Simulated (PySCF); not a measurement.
C10H9NS, SMILES Cc1ccccc1-c1nccs1, GFN2-xTB optimised geometry.

```
21

C     -1.76    -2.14    -0.04
C     -0.30    -1.86    -0.02
C      0.60    -2.92    -0.01
C      1.97    -2.72     0.01
C      2.47    -1.43     0.02
C      1.60    -0.36     0.02
C      0.22    -0.55     0.00
C     -0.65     0.61     0.00
N     -1.94     0.61     0.00
C     -2.47     1.85     0.00
C     -1.57     2.87     0.00
S      0.03     2.25     0.00
H     -2.24    -1.71     0.84
H     -2.23    -1.67    -0.91
H     -1.95    -3.21    -0.06
H      0.21    -3.93    -0.03
H      2.64    -3.56     0.01
H      3.54    -1.25     0.04
H      1.99     0.65     0.03
H     -3.54     1.96     0.00
H     -1.74     3.93     0.00
```

Density from B3LYP/def2-SVP (PySCF) at that geometry.

Minimum of the electron density along straight lines between bonded atoms, close to the bond critical point (lines longer than 1.1 times the sum of covalent radii, or with two minima, are not listed):

```tsv
bond	length / Å	ρ at the minimum / e bohr⁻³	∇²ρ there / e bohr⁻⁵	position (fraction from the first atom)
C1–C2	1.492	0.260	-0.62	0.49
C2–C3	1.389	0.313	-0.80	0.50
C3–C4	1.383	0.316	-0.82	0.50
C4–C5	1.385	0.314	-0.82	0.50
C5–C6	1.378	0.317	-0.83	0.50
C2–C7	1.407	0.301	-0.75	0.50
C6–C7	1.398	0.307	-0.78	0.50
C7–C8	1.446	0.283	-0.71	0.48
C8–N9	1.290	0.375	-0.93	0.35
N9–C10	1.347	0.334	-1.00	0.65
C10–C11	1.359	0.326	-0.83	0.49
C8–S12	1.774	0.198	-0.36	0.46
C11–S12	1.716	0.218	-0.49	0.47
C1–H13	1.088	0.278	-1.03	0.63
C1–H14	1.088	0.278	-1.03	0.63
C1–H15	1.087	0.278	-1.02	0.62
C3–H16	1.081	0.284	-1.07	0.63
C4–H17	1.080	0.284	-1.08	0.63
C5–H18	1.080	0.284	-1.08	0.63
C6–H19	1.081	0.284	-1.07	0.63
C10–H20	1.075	0.289	-1.14	0.64
C11–H21	1.071	0.287	-1.13	0.64
```
